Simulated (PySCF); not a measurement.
Task: Write a Z-matrix for `BNBB(Cl)Cl` as optimised with PBE0-D3(BJ)/def2-SVP.

Result: 
Z-matrix in Å and degrees, rows numbered from 1:
```
B 
N   1  1.4183
B   2  1.4230  1  125.36
B   3  1.6952  2  121.91  1     0.05
Cl  4  1.7547  3  121.06  2   -91.07
Cl  4  1.7554  3  120.73  2    92.46
H   1  1.2078  2  120.05  3  -179.82
H   1  1.2082  2  118.45  3     0.22
H   2  1.0160  1  117.30  3   179.85
H   3  1.2132  2  117.95  1   179.95
```

B3 (three-coordinate boron) is planar (angles 121.9°, 120.1° and 117.9°, sum 360.0°, 0.00 Å off the plane of its three neighbours). B1 (three-coordinate boron) is planar (angles 121.5°, 120.0° and 118.5°, sum 360.0°, 0.00 Å off the plane of its three neighbours). N2 (boron-bound nitrogen) is planar (angles 125.4°, 117.3° and 117.3°, sum 360.0°, 0.00 Å off the plane of its three neighbours). B4 (three-coordinate boron) is planar (angles 121.1°, 120.7° and 118.1°, sum 359.9°, 0.03 Å off the plane of its three neighbours).

The calculation used PySCF, PBE0-D3(BJ)/def2-SVP geometry optimisation, gas phase.

Point group: Cs (every atom within 0.08 Å of its image). No frequency check. One conformer, not necessarily the lowest (B1–N2–B3–B4 0°).
